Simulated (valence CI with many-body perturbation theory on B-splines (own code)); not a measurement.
**W2+: calculated level list**

Calculated by configuration interaction combined with many-body perturbation theory (CI+MBPT): four valence electrons over a frozen Dirac-Fock core [Xe] 4f14, radial functions for each j: 7 s, 7 p, 8 d, 6 f, 4 g, 1 h, with the one-electron correlation potential Σ1 (screened to all orders), the two-electron term Σ2, the three-electron term Σ3, Breit, model QED; selected single and double excitations, second order for the rest, scaled by the run's own slope (own B-spline code, finite nucleus).

Set against measurement, 9 paired levels are off by 356 cm⁻¹ on average, the worst by 816. These come from a selection out of NIST levels as listed in McCann et al., Mon. Not. R. Astron. Soc. 538, 537 (2025). Levels without a partner in it may be off by more, other configurations by 1,000 to 8,000 cm⁻¹. Among the levels kept, up to 390 cm⁻¹ of a level comes from second order outside the variational space, and about a tenth of that is noise between levels of different J, which matters for small intervals.

Levels 136 to 180 of 201, with energies above the lowest level, 5d4 5D_0. "Leading %" is the weight of the configuration and term that name the level; weights of strongly mixed levels are sums over their largest components and can fall short. Lifetimes count E1, E2, E3, M1 and M2 decay at the calculated energies, and are blank where another channel may lead or the interval is too uncertain; long ones can be off by a factor of two.

| No. | Configuration | Term | J | E (cm⁻¹) | Leading % | Lifetime | g |
| --- | --- | --- | --- | --- | --- | --- | --- |
| 136 | 5d3.6p | 1F° | 3 | 84752 | 22 | 1.22 ns | 1.084 |
| 137 | 5d3.6p | 3P° | 1 | 85123 | 37 | 1.62 ns | 1.656 |
| 138 | 5d3.6p | 3F° | 4 | 85349 | 38 | 841 ps | 1.104 |
| 139 | 5d3.6p | 3H° | 5 | 85607 | 59 | 830 ps | 1.100 |
| 140 | 5d3.6p | 3D° | 2 | 85764 | 20 | 947 ps | 1.264 |
| 141 | 5d3.6p | 5D° | 4 | 85830 | 42 | 2.12 ns | 1.321 |
| 142 | 5d2.6s.6p | 5F° | 2 | 86281 | 30 | 731 ps | 1.060 |
| 143 | 5d3.6p | 3F° | 3 | 86390 | 29 | 841 ps | 1.126 |
| 144 | 5d3.6p | 3H° | 6 | 86393 | 50 | 982 ps | 1.114 |
| 145 | 5d3.6p | 3P° | 0 | 86418 | 63 | 1.38 ns |  |
| 146 | 5d3.6p | 1G° | 4 | 86917 | 37 | 1.70 ns | 1.103 |
| 147 | 5d3.6p | 3G° | 3 | 87067 | 18 | 1.13 ns | 1.034 |
| 148 | 5d3.6p | 3D° | 3 | 87259 | 31 | 853 ps | 1.250 |
| 149 | 5d3.6p | 3F° | 2 | 87261 | 32 | 1.56 ns | 1.049 |
| 150 | 5d3.6p | 3F° | 2 | 87433 | 22 | 779 ps | 1.023 |
| 151 | 5d3.6p | 3D° | 1 | 87556 | 37 | 775 ps | 1.108 |
| 152 | 5d3.6p | 3G° | 4 | 88177 | 41 | 883 ps | 1.064 |
| 153 | 5d3.6p | 5S° | 2 | 88295 | 38 | 1.28 ns | 1.526 |
| 154 | 5d3.6p | 3G° | 5 | 88383 | 30 | 988 ps | 1.105 |
| 155 | 5d2.6s.6p | 5F° | 3 | 89210 | 16 | 923 ps | 1.137 |
| 156 | 5d3.6p | 3I° | 6 | 89288 | 46 | 1.30 ns | 1.094 |
| 157 | 5d2.6s2 | 1S | 0 | 89411 | 73 | 25.2 μs |  |
| 158 | 5d2.6s.6p | 5F° | 3 | 89608 | 23 | 820 ps | 1.179 |
| 159 | 5d2.6s.6p | 5D° | 0 | 89887 | 70 | 671 ps |  |
| 160 | 5d3.6p | 3D° | 1 | 89909 | 60 | 849 ps | 0.811 |
| 161 | 5d3.6p | 3D° | 2 | 89971 | 46 | 935 ps | 1.107 |
| 162 | 5d3.6p | 3D° | 3 | 90145 | 40 | 1.22 ns | 1.264 |
| 163 | 5d2.6s.6p | 5G° | 5 | 90237 | 21 | 1.52 ns | 1.137 |
| 164 | 5d3.6p | 3F° | 4 | 90440 | 34 | 1.08 ns | 1.256 |
| 165 | 5d3.6p | 3D° | 3 | 90818 | 24 | 1.14 ns | 1.227 |
| 166 | 5d2.6s.6p | 5D° | 1 | 90824 | 46 | 677 ps | 1.177 |
| 167 | 5d3.6p | 3I° | 7 | 90996 | 97 | 1.56 ns | 1.143 |
| 168 | 5d3.6p | 3S° | 1 | 91353 | 29 | 889 ps | 1.518 |
| 169 | 5d2.6s.6p | 5G° | 5 | 91791 | 48 | 1.51 ns | 1.183 |
| 170 | 5d2.6s.6p | 5D° | 2 | 92188 | 23 | 807 ps | 1.283 |
| 171 | 5d3.6p | 3D° | 3 | 92537 | 28 | 1.18 ns | 1.206 |
| 172 | 5d2.6s.6p | 5F° | 4 | 92541 | 33 | 822 ps | 1.279 |
| 173 | 5d3.6p | 3F° | 4 | 92769 | 19 | 1.15 ns | 1.186 |
| 174 | 5d3.6p | 3P° | 2 | 92790 | 27 | 1.22 ns | 1.288 |
| 175 | 5d3.6p | 3P° | 0 | 92975 | 56 | 1.44 ns |  |
| 176 | 5d2.6s.6p | 5D° | 2 | 93513 | 31 | 842 ps | 1.256 |
| 177 | 5d3.6p | 1D° | 2 | 94102 | 21 | 1.22 ns | 1.127 |
| 178 | 5d2.6s.6p | 5D° | 1 | 94110 | 48 | 1.51 ns | 1.041 |
| 179 | 5d3.6p | 3G° | 3 | 94139 | 26 | 1.01 ns | 1.025 |
| 180 | 5d3.6p | 1H° | 5 | 94164 | 49 | 699 ps | 1.103 |

Names give the largest LS component (configuration and term), which can be under half, so a name can repeat, a term be missing and a line seem to break the LS rules; names also repeat where a configuration has a term twice.

Where two levels of one J and parity lie close, their mixing, g and order are uncertain.
